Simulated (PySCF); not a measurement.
Compound: GeH5P.
Numbering: `[PH2:1][GeH3:2]` (hydrogens: H3, H4 on P1; H5, H6, H7 on Ge2)

Jobs on this species (7 atoms, 52 electrons) with PySCF (density fitting). Hardware of each: an Arm Neoverse V1 with one thread, no GPU, on a shared host. The host was shared with other jobs, so the times are rough. Peak memory is the resident size of the whole Python process, interpreter and libraries included.

```tsv
level and settings	work	basis functions	SCF cycles	wall time	peak memory
delta-SCF UKS SCAN, pcX-2 on the ionised atom, pcseg-1 elsewhere, spin-free X2C	ΔSCF core ionisation, 2 holes	112	?	?	?
delta-SCF UKS SCAN, pcX-2 on the ionised atom, pcseg-1 elsewhere, non-relativistic	ΔSCF core ionisation, 2 holes	112	?	?	?
delta-SCF UKS HF, pcX-2 on the ionised atom, pcseg-1 elsewhere, spin-free X2C	ΔSCF core ionisation, 2 holes	112	23	3.2 s	0.37 GiB
delta-SCF UKS PBE0, pcX-2 on the ionised atom, pcseg-1 elsewhere, spin-free X2C	ΔSCF core ionisation, 2 holes	112	21	5.0 s	0.37 GiB
delta-SCF UKS SCAN, def2-TZVP on the ionised atom, pcseg-1 elsewhere, spin-free X2C	ΔSCF core ionisation, 2 holes	89	25	4.1 s	0.37 GiB
PBE0-D3(BJ)/def2-SVP, grid level 1	geometry optimisation from a GFN2-xTB start shaken at random	75	27	9.0 s	0.32 GiB
delta-SCF UKS SCAN, pcX-1 on the ionised atom, pcseg-1 elsewhere, spin-free X2C	ΔSCF core ionisation, 2 holes	92	24	3.4 s	0.37 GiB
delta-SCF UKS PBE, pcX-2 on the ionised atom, pcseg-1 elsewhere, spin-free X2C	ΔSCF core ionisation, 2 holes	112	24	3.0 s	0.37 GiB
delta-SCF UKS B3LYP, pcX-2 on the ionised atom, pcseg-1 elsewhere, spin-free X2C	ΔSCF core ionisation, 2 holes	112	21	5.1 s	0.37 GiB
```

Fill in the missing figures.

- delta-SCF UKS SCAN, pcX-2 on the ionised atom, pcseg-1 elsewhere, spin-free X2C; ΔSCF core ionisation, 2 holes: 4.5 s, 0.33 GiB, 24 SCF cycles
- delta-SCF UKS SCAN, pcX-2 on the ionised atom, pcseg-1 elsewhere, non-relativistic; ΔSCF core ionisation, 2 holes: 4.4 s, 0.37 GiB, 25 SCF cycles

What do all jobs in the table cost together?

About 42 s; the longest takes about 22 % of that, and about 3 times as long as the shortest.
